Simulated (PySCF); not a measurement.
CH3Te, SMILES C[Te] (connectivity only; charge and spin as stated), charge +1, multiplicity 1. Coordinates come from a B3LYP-D3(BJ)/def2-TZVP optimisation. The spin state was assumed, not searched. The isomer is the one that the SMILES or the coordinates give; other isomers of the formula were not compared. The def2 effective core potentials stand for the cores of Te; spin–orbit coupling is left out.

All values below come from B3LYP-D3(BJ)/def2-TZVP (PySCF 2.14.0).

Harmonic wavenumbers (cm⁻¹): 481, 640, 748, 1134, 1224, 1417, 2856, 3091, 3154. Rotational constants (GHz): 155.5, 7.853, 7.832; symmetry number 1.

### Question
Work out the zero-point energy and the ideal-gas rigid-rotor harmonic-oscillator thermochemistry at 298.15 K and 1 atm.

### Answer
ZPE = ½ Σ hcν = ½ × 14743 cm⁻¹ = 21.08 kcal/mol. H − E(el) = 23.77 kcal/mol. Entropy in cal/(mol K): translation 40.78, rotation 21.05, vibration 1.46, total 63.28. G − E(el) = 4.90 kcal/mol. Cp = 11.47 cal/(mol K).
